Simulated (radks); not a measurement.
Spherical quantum dot in the effective-mass picture: electrons in a hard-walled sphere of radius 1.34, all in effective atomic units (hartree* = m*/eps^2 hartree, bohr* = eps/m* bohr), one dielectric constant everywhere. Method: non-relativistic Kohn-Sham, PBEsol, spin-polarised, spherical densities; computed with a radial shooting solver with Libxc functionals. Levels are named by radial order and angular momentum (1s, 1p, 1d, 2s, ...), and open shells are averaged over m.

N = 8, configuration 1s2 1p6. This is the lowest configuration that the search found. Occupied and some empty levels:

| level | occupation | eigenvalue (hartree*) | <r> (bohr*) |
|---|---|---|---|
| 1s | 2 | 10.988 | 0.7308 |
| 1p | 6 | 13.385 | 0.8283 |
| 1d | 0 | 16.695 | 0.8903 |
| 2s | 0 | 19.289 | 0.6481 |
| 1f | 0 | 20.815 | 0.9349 |

Energy (hartree*): total 68.6561, kinetic 39.983, external 0, Hartree 35.823, exchange-correlation -7.1500.

Electron density:

| r (bohr*) | n(r) (e/bohr*^3) |
|---|---|
| 0.0668 | 0.8068 |
| 0.134 | 0.8846 |
| 0.201 | 1.008 |
| 0.268 | 1.165 |
| 0.335 | 1.343 |
| 0.402 | 1.524 |
| 0.468 | 1.689 |
| 0.535 | 1.819 |
| 0.602 | 1.895 |
| 0.669 | 1.903 |
| 0.736 | 1.834 |
| 0.803 | 1.685 |
| 0.870 | 1.465 |
| 0.937 | 1.192 |
| 1.00 | 0.8911 |
| 1.07 | 0.5965 |
| 1.14 | 0.3408 |
| 1.21 | 0.1498 |
| 1.27 | 0.03634 |
| 1.34 | 0.00005846 |
